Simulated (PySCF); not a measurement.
B3LYP has the VWN-RPA correlation part, as in Gaussian. Delta-SCF ions had no search for a lower state. Excitations are Tamm–Dancoff values on a coarser integration grid. The basis has no diffuse functions, so Rydberg states are missing or too high.

# H3AlI2Si, SMILES `[SiH3][Al]([I])[I]` (charge 0, multiplicity 1)

Calculation: B3LYP-D3(BJ)/def2-TZVP run with PySCF.

```yaml
HOMO: -7.44 eV
dipole_moment: 1.07 D
HOMO–LUMO gap: 5.09 eV
LUMO: -2.35 eV
S1 excitation (TDA): 4.17 eV
S1 oscillator strength: 0.000
T1 excitation (TDA): 3.77 eV
S1–T1 gap (TDA): 0.41 eV
vertical ionisation energy (Delta-SCF): 9.23 eV
total_energy: -1129.5292 Ha
cost: around 90 core-seconds (rough)
```

Bond lengths (Å): Si1–Al2 2.439, Si1–H5 1.483, Si1–H6 1.482, Si1–H7 1.485, Al2–I3 2.483, Al2–I4 2.483. Angles (°): Al2–Si1–H5 110.5, Al2–Si1–H6 111.0, Al2–Si1–H7 108.7, H5–Si1–H6 109.3, H5–Si1–H7 108.5, H6–Si1–H7 108.7, Si1–Al2–I3 120.7, Si1–Al2–I4 121.3, I3–Al2–I4 118.0.
Charge 0, spin multiplicity 1.
